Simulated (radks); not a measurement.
Spherical quantum dot in the effective-mass picture: electrons in a parabolic well V = omega^2 r^2 / 2 with omega = 0.992, all in effective atomic units (hartree* = m*/eps^2 hartree, bohr* = eps/m* bohr), one dielectric constant everywhere. Method: non-relativistic Kohn-Sham, LDA (Slater exchange, Perdew-Wang correlation), spin-polarised, spherical densities; computed with a radial shooting solver with Libxc functionals. Levels are named by radial order and angular momentum (1s, 1p, 1d, 2s, ...), and open shells are averaged over m.

N = 21, configuration 1s2 1p6 1d10 2s2 1f(up 1, down 0). This is the lowest configuration that the search found. Occupied and some empty levels:

level    occupation  eigenvalue (hartree*)  <r> (bohr*)
1s up             1                 10.629        1.735
1s down           1                 10.636        1.728
1p up             3                 11.058        2.139
1p down           3                 11.069        2.134
1d up             5                 11.558        2.423
1d down           5                 11.571        2.421
2s up             1                 11.701        2.080
2s down           1                 11.709        2.083
1f up             1                 12.118        2.650
1f down           0                 12.131        2.650
2p up             0                 12.321        2.349
2p down           0                 12.329        2.351
1g up             0                 12.727        2.844
1g down           0                 12.741        2.845
2d up             0                 12.971        2.593
2d down           0                 12.980        2.594

Energy (hartree*): total 154.075, kinetic 18.094, external 57.621, Hartree 87.590, exchange-correlation -9.2306.
